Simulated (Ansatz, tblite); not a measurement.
Forces on the cluster Cu₈Te₄ at its PBE-D4/def2-SVP geometry. The state is a singlet with charge 0.

In the def2 sets Te takes a core potential; there is no spin–orbit coupling. The xTB rows come from tblite. Single mean-field runs in def2-TZVP are fitted with def2-universal-jkfit. Another isomer (singlet) lies 0.39 eV lower at PBE0-D4/def2-TZVP; other spin states weren't run for this one.

GFN1-xTB (tblite), largest force 0.80 eV/Å:

```xyz
12
positions Å, forces eV/Å
Cu    1.637    0.681   -0.501    0.433    0.116   -0.229
Cu   -1.646    1.395    1.165   -0.290    0.149    0.072
Cu   -0.303    2.078   -0.641    0.040    0.464   -0.122
Cu   -1.247   -0.771    0.005   -0.657   -0.452   -0.066
Cu   -0.355    0.138   -2.143   -0.112    0.065   -0.284
Cu    0.859   -1.817   -0.835    0.108   -0.289   -0.047
Cu   -0.536   -0.392    2.360   -0.099   -0.158    0.277
Cu    1.523   -0.863    1.326    0.393   -0.104    0.258
Te   -0.240   -2.769    1.349    0.095    0.432   -0.224
Te   -2.627    1.075   -1.222    0.449   -0.139    0.158
Te    2.023   -0.524   -2.661   -0.308    0.048    0.357
Te    0.913    1.769    1.798   -0.053   -0.132   -0.149
```

GFN2-xTB (tblite), largest force 1.10 eV/Å:

```
Cu 0.691 0.241 -0.281
Cu -0.747 0.079 0.389
Cu 0.044 0.863 -0.406
Cu -0.377 -0.294 -0.090
Cu -0.227 -0.181 -0.595
Cu 0.015 -0.571 -0.334
Cu -0.555 -0.230 0.595
Cu 0.794 -0.346 0.402
Te -0.167 -0.421 0.272
Te -0.505 0.123 -0.093
Te 0.457 -0.003 -0.429
Te 0.578 0.740 0.570
```

PBE-D4/def2-TZVP (Ansatz), largest force 0.43 eV/Å:

```
Cu 0.325 0.143 -0.087
Cu -0.237 0.182 0.105
Cu -0.039 0.352 -0.099
Cu -0.348 -0.249 -0.049
Cu -0.067 -0.007 -0.313
Cu 0.098 -0.273 -0.135
Cu -0.061 -0.101 0.294
Cu 0.261 -0.131 0.224
Te 0.031 0.185 -0.085
Te 0.181 -0.058 0.078
Te -0.130 0.015 0.143
Te -0.013 -0.059 -0.077
```
